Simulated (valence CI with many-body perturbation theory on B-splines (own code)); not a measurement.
# A CI+MBPT run for Se²⁰⁺

Computed by valence CI with perturbative core correlation (CI+MBPT): four valence electrons over a frozen Dirac-Fock core [Ne], a basis of 6 s, 6 p, 5 d, 3 f, 1 g functions for each j, with the one-electron correlation potential Σ1 (screened to all orders), the two-electron term Σ2, the three-electron term Σ3, Breit, model QED; selected single and double excitations, second order for the rest, scaled by the run's own slope (own B-spline code, finite nucleus).

Command, and the settings that its task file holds:

```sh
python run_cv.py task.json out
```

```
atom Se  Z=34  mass_number=80  rms_radius_fm=4.1400
core [Ne]
valence 3s2 3p2
avg = 1
basis = S
breit = 1
cap = 10000
capref = 1200
cscale = 1
de = 0.0
dress = 0
eps = 2e-08
extrap = 1
h = 0.27
hh = 1
l2 = 3
lcore = 2
maxit = 60
n2 = 5
natural = 1
nlev = 21
nno = [3, 3, 3, 2, 1]
nroot = 26
nsp = [3, 3, 2, 1, 0]
pt2 = 1
qed = 1
rpa = 1
s1 = 1
s2 = 1
s3 = 1
screen = 1
tol = 2e-05
whole = 1
```

It took 12 s on 1 thread of Arm Neoverse V1, on a shared host.

Log. The first blocks belong to the next ion, which gives the ionisation energy. Fields: 2J, parity (1 odd), roots, reference size, generating configurations, candidates as configurations/state functions, variational space P, stored matrix elements, Davidson steps; e2 is the range of second-order energies in hartree. The first line gives the box (bohr), its intervals, the orbitals and the steps of their self-consistent field. Window is the range of levels sought, series limit the energy at which the first omitted orbital would enter, core excitation an estimate of the first excitation out of the core, left out the lowest levels not solved, and shifts from estimates the range by which levels moved from their first estimate, all in cm⁻¹.

```
rmax 4.0 intervals 59 orbitals 36 references ['3s2 3p2', '3s 3p3', '3s2 3p 3d', '3p4', '3s 3p2 3d'] scf 5 t 0.9
2J=1 par=1 roots 2 ref 37 generators 7 cand 664/958 P 694/995 nnz 0 it 0
2J=1 par=1 roots 2 ref 37 generators 13 cand 466/721 P 1160/1716 nnz 0 it 5
   second order: generators 19 cand 1129/1629 e2 -0.00000 -0.00000
2J=3 par=1 roots 2 ref 60 generators 10 cand 499/940 P 537/1000 nnz 0 it 0
2J=3 par=1 roots 2 ref 60 generators 17 cand 746/1657 P 1283/2657 nnz 1.1e+06 it 5
   second order: generators 21 cand 1183/2072 e2 -0.00000 -0.00000
reference levels 484, estimated 50, window 846305 1/cm; series limit 4760999, core excitation 11535269
2J=0 par=0 roots 3 ref 24 generators 13 cand 482/910 P 2184/3439 nnz 9.8e+05 it 4
2J=0 par=0 roots 3 ref 24 generators 18 cand 486/971 P 2670/4410 nnz 1.6e+06 it 4
   second order: generators 24 cand 3571/7101 e2 -0.00001 -0.00001
2J=2 par=0 roots 2 ref 41 generators 8 cand 337/1003 P 1209/3539 nnz 1.5e+06 it 4
2J=2 par=0 roots 2 ref 41 generators 12 cand 1376/5905 P 2585/9444 nnz 8.2e+06 it 6
   second order: generators 20 cand 2975/13850 e2 -0.00002 -0.00001
2J=4 par=0 roots 3 ref 62 generators 14 cand 338/1012 P 1139/3571 nnz 1.6e+06 it 6
2J=4 par=0 roots 3 ref 62 generators 23 cand 1279/6380 P 2418/9951 nnz 9.1e+06 it 9
   second order: generators 29 cand 4082/29159 e2 -0.00014 -0.00003
2J=4 par=1 roots 8 ref 65 generators 19 cand 208/955 P 1037/3508 nnz 1.5e+06 it 6
2J=4 par=1 roots 8 ref 65 generators 27 cand 1343/6469 P 2380/9977 nnz 9.3e+06 it 8
   second order: generators 42 cand 5357/36634 e2 -0.00019 -0.00003
2J=2 par=1 roots 7 ref 53 generators 18 cand 273/1001 P 1235/3542 nnz 1.4e+06 it 7
2J=2 par=1 roots 7 ref 53 generators 23 cand 1619/6424 P 2854/9966 nnz 8.5e+06 it 10
   second order: generators 45 cand 5530/28337 e2 -0.00006 -0.00001
2J=6 par=1 roots 4 ref 57 generators 15 cand 223/979 P 1043/3522 nnz 1.6e+06 it 5
2J=6 par=1 roots 4 ref 57 generators 22 cand 1312/6472 P 2355/9994 nnz 9.5e+06 it 9
   second order: generators 35 cand 5894/45994 e2 -0.00014 -0.00004
2J=0 par=1 roots 2 ref 20 generators 8 cand 499/868 P 2160/3363 nnz 9.8e+05 it 4
2J=0 par=1 roots 2 ref 20 generators 12 cand 577/1040 P 2737/4403 nnz 1.6e+06 it 5
   second order: generators 20 cand 3461/7224 e2 -0.00002 -0.00001
2J=8 par=1 roots 1 ref 38 generators 5 cand 377/1629 P 1359/5242 nnz 3.3e+06 it 4
2J=8 par=1 roots 1 ref 38 generators 11 cand 751/3095 P 2110/8337 nnz 7e+06 it 5
   second order: generators 15 cand 3585/25816 e2 -0.00005 -0.00005
left out: unestimated 1246150, estimated 1056882, shifts from estimates -4 to 34
operators 0.6
```

The Davidson iterations converged. The settings are bad on purpose, so the numbers may not be properties of the ion.

No measured spectrum was set against this ion. As an estimate, levels of excited configurations hold to 0.05 to 0.15 % of their energy, terms of the ground configuration to about 0.5 %.

```
Valence energy                            : -138.3153 hartree
Ionisation energy                         : 844.93 eV (NIST: 845.8 ± 2 eV (semi-empirical))
Reference configurations for the orbitals : 3s2 3p2, 3s 3p3, 3s2 3p 3d, 3p4, 3s 3p2 3d
Radial orbitals                           : 36
Box radius                                : 4.014 bohr
Largest variational space                 : 9994
Lowest levels                             : 3s²3p² ³P_0 0.000, 3s²3p² ³P_1 6.062, 3s²3p² ³P_2 8.904, 3s²3p² ¹D_2 17.696, 3s²3p² ¹S_0 25.734, 3s3p³ ⁵S°_2 50.197, 3s3p³ ³D°_1 62.833, 3s3p³ ³D°_2 63.372, 3s3p³ ³D°_3 65.766, 3s3p³ ³P°_0 72.889, 3s3p³ ³P°_1 73.664, 3s3p³ ³P°_2 73.849, 3s²3p3d ¹D°_2 80.575, 3s3p³ ³S°_1 86.561 eV
```

Names give the largest LS component (configuration and term), which can be under half, so a name can repeat, a term be missing and a line seem to break the LS rules; names also repeat where a configuration has a term twice.
